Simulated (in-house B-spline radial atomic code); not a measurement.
The numbers below are computed, except where a source is named.
Zn in an electron gas of r_s = 3.6: phase shifts, screening and friction

A nucleus sits in a uniform electron gas with a rigid positive background. The Kohn-Sham equations are solved self-consistently in the spin-unpolarised LDA (PW92), non-relativistic, on B-splines with outgoing waves at the boundary and partial waves to l = 8. The model has no lattice, no bands and no magnetic solution. Atomic units; δ_l are the phase shifts at the Fermi level, counted so that each bound state adds π, and good to about 0.0005.

The density parameter is r_s = 3.6 bohr.

```json
{"l": "0", "δ_l (rad)": "10.5555"}
{"l": "1", "δ_l (rad)": "6.9768"}
{"l": "2", "δ_l (rad)": "3.1294"}
{"l": "3", "δ_l (rad)": "-0.0018"}
{"l": "4", "δ_l (rad)": "0.0003"}
{"l": "5", "δ_l (rad)": "-0.0001"}
{"l": "6", "δ_l (rad)": "0.0000"}
{"l": "7", "δ_l (rad)": "-0.0001"}
{"l": "8", "δ_l (rad)": "0.0000"}
```

Bound levels below the band bottom (hartree): p -36.42, s -4.345, p -2.794, d -0.1708, s -0.03364 and deeper ones.

Problem. Check the Friedel sum rule, and say where the screening charge sits.

Solution. k_F = (9π/4)^(1/3)/r_s = 0.53310. The rule is Z = (2/π) Σ (2l + 1) δ_l. The terms are s 6.720, p 13.325, d 9.961, f -0.008 and 0.000 beyond, in all 29.998 against Z = 30. Bound states hold 8 s, 12 p, 10 d electrons, so the scattering states carry 0.00 in all; where a term is smaller than its bound count, the bound level has drawn weight out of the band.

Problem. Find the transport cross section and the electronic stopping of a 5 keV Zn ion (mass 65.38 u).

Solution. σ_tr = (4π/k_F²) Σ (l + 1) sin²(δ_l − δ_(l+1)). The terms for l = 0 to 3 are 0.1792, 0.8415, 0.0003, 0.0000, all together 1.0210, so σ_tr = 44.217 × 1.0210 = 45.147 bohr². With n = 3/(4π r_s³) = 0.005117, the friction coefficient is Q = n k_F σ_tr = 0.1232. For v well below v_F = 0.533, dE/dx = Q v; with 24801 eV per u at v = 1, v = √(5000/(24801 × 65.38)) = 0.0555, so dE/dx = 0.00684 hartree/bohr = 3.52 eV/nm. The largest term couples the p and d waves.
